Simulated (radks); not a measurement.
Task: The mean radii <r> (bohr) of the occupied orbitals of an atom or ion are listed with their occupations. All-electron calculation, Dirac Kohn-Sham, PBE, spin-unpolarised, spherical densities, finite nucleus; Fermi nuclear charge, rms radius of each element as measured or else 0.836 A^(1/3) + 0.57 fm. Program: a radial shooting solver on a logarithmic mesh with Libxc functionals.

orbital  occ.     <r>
1s1/2       2  0.2297
2s1/2       2   1.320
2p1/2       1   1.483
2p3/2       2   1.485

Name the element and its charge. Open shells, if any, are shared by 2j + 1.

Result: Z = 7, nitrogen, charge 0: N in [He] 2s2 2p3. The 1s radius gives Z: for a bare nucleus <r> = (2 gamma + 1)/(2Z) with gamma = sqrt(1 - (Z/c)^2), 0.2141 bohr for Z = 7, and screening makes it slightly larger (0.2297 here). The occupations add up to 7, and the charge is Z minus that.
